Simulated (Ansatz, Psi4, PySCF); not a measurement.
H12MgO6, charge +2, singlet, at a GFN2-xTB geometry (such geometries of metal compounds can be far from the true shape). Base run: HF/STO-3G (PySCF).

Input for PySCF:
```python
from pyscf import gto, scf

mol = gto.Mole()
mol.atom = '''
    Mg   -0.00000000    0.00000000    0.00000000
    O    -0.67410002    1.61759197   -0.90674974
    H    -1.47643835    1.68900628   -1.43316959
    H    -0.26435890    2.48826645   -0.90842274
    O     1.54915358    1.02153103    0.67067670
    H     1.60152104    1.50787032    1.49934817
    H     2.39901627    1.13013345    0.23260869
    O     1.01927525   -0.48278389   -1.61901432
    H     1.57980187   -1.25618434   -1.73574607
    H     1.05237658    0.00944227   -2.44519975
    O    -1.01927525    0.48278389    1.61901432
    H    -1.57980187    1.25618434    1.73574607
    H    -1.05237658   -0.00944227    2.44519975
    O    -1.54915358   -1.02153103   -0.67067670
    H    -1.60152104   -1.50787032   -1.49934817
    H    -2.39901627   -1.13013345   -0.23260869
    O     0.67410002   -1.61759197    0.90674974
    H     0.26435890   -2.48826645    0.90842274
    H     1.47643835   -1.68900628    1.43316959
'''
mol.basis = 'sto-3g'
mol.charge = 2
mol.verbose = 4
mol.build()

mf = scf.RHF(mol)
mf.kernel()
```

The same geometry, method and basis name were run in Ansatz (an electronic-structure program) and Psi4 and PySCF, at each program's defaults and at the settings that a row names. The base is PySCF at its defaults. Differences at the defaults can come from grids, fitting, cores and function types together.

| code and settings | ΔE vs base (µEh) | basis functions | E (Eh) | SCF cycles |
|---|---|---|---|---|
| PySCF, defaults (exact integrals, spherical functions) | 0.0 | 51 | -647.04940 | 8 |
| Psi4, defaults (density fitting with its default set, spherical functions) | -285 | 51 | -647.04969 | 7 |
| Ansatz, defaults (factorised integrals, spherical functions) | ___ | 51 | ___ | - |
| PySCF, density fitting with def2-universal-jkfit | -285 | 51 | -647.04969 | 8 |
| Psi4, exact integrals, spherical functions | 0.1 | 51 | -647.04940 | 8 |
| Ansatz, high accuracy | 0.0 | 51 | -647.04940 | - |

### Question
What belongs in the gaps?

### Answer

- Ansatz, defaults (factorised integrals, spherical functions), ΔE vs base (µEh): 53.3
- Ansatz, defaults (factorised integrals, spherical functions), E (Eh): -647.04935
